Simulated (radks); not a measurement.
Values are calculated unless marked as measured or tabulated.
Kr, configuration [Kr] (the NIST ground configuration).

Level of theory: Dirac Kohn-Sham, SOGGA, spin-unpolarised, spherical densities, finite nucleus; Fermi nuclear charge, rms radius 4.1884 fm (a radial shooting solver on a logarithmic mesh with Libxc functionals).

Energy parts (eV):
part                       energy
total                  -75876.284
kinetic                 77915.725
electron-nucleus      -183402.367
Hartree                 32182.155
exchange-correlation    -2571.796

Orbitals (lengths in bohr, moments of r in powers of bohr; r(max) is where P^2 peaks):
\begin{tabular}{lrrrr}
orbital & occ. & eigenvalue (eV) & r(max) & <1/r> \\ \hline
1s1/2 & 2 & -14142.44 & 0.02709 & 36.75 \\
2s1/2 & 2 & -1861.966 & 0.1544 & 8.223 \\
2p1/2 & 2 & -1683.041 & 0.1212 & 8.194 \\
2p3/2 & 4 & -1629.273 & 0.1245 & 7.909 \\
3s1/2 & 2 & -263.3063 & 0.4674 & 2.712 \\
3p1/2 & 2 & -200.1281 & 0.4576 & 2.598 \\
3p3/2 & 4 & -192.2141 & 0.4664 & 2.530 \\
3d3/2 & 4 & -82.0014 & 0.4094 & 2.282 \\
3d5/2 & 6 & -80.6992 & 0.4121 & 2.264 \\
4s1/2 & 2 & -22.9348 & 1.340 & 0.8507 \\
4p1/2 & 2 & -9.5875 & 1.531 & 0.6966 \\
4p3/2 & 4 & -8.9484 & 1.564 & 0.6780 \\
\end{tabular}

The highest occupied level is 4p3/2 at -8.948 eV. Summed over all electrons, <r^2> = 39.17 bohr^2, which gives a Langevin (diamagnetic) susceptibility term of -31 x 10^-6 cm^3/mol. For comparison, the ionisation energy in NIST's Atomic Spectra Database is 14.000 eV (measured). In exact Kohn-Sham theory the highest level is minus the ionisation energy, but local and semilocal functionals leave it too shallow, through self-interaction and a potential that decays too fast; potentials with the right tail come closer.
